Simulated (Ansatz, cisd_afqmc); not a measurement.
Species: F, charge 1, triplet.

Total energies in aug-cc-pVQZ, 6 correlated electrons, 1 frozen orbitals. Radicals and triplets start from unrestricted determinants; spin-orbit coupling is neglected. Cores are frozen in correlated methods. No relativity. The Monte Carlo rows (phaseless AFQMC, CISD trial, step 0.005/hartree) carry one-sigma bars that omit the constraint's bias. Outlying blocks are dropped, and bars are widened where a walk drifts. Over all cases where full CI ran beside it in this data, AFQMC minus full CI had a median of +0.1 mEh and passed +0.4 mEh in a tenth of the cases.

```tsv
method	program	energy (Eh)	minus CCSDT(Q) (mEh)
HF	Ansatz	-98.83884	176.82
MP2	Ansatz	-98.99873	16.93
CCSD	Ansatz	-99.01287	2.78
CCSD(T)	Ansatz	-99.01544	0.22
CCSDT(Q)	Ansatz	-99.01566	0.00
AFQMC/CISD	cisd_afqmc	-99.0155 ± 0.0001	0.1 ± 0.1
```

Ansatz is a quantum-chemistry and plane-wave program.
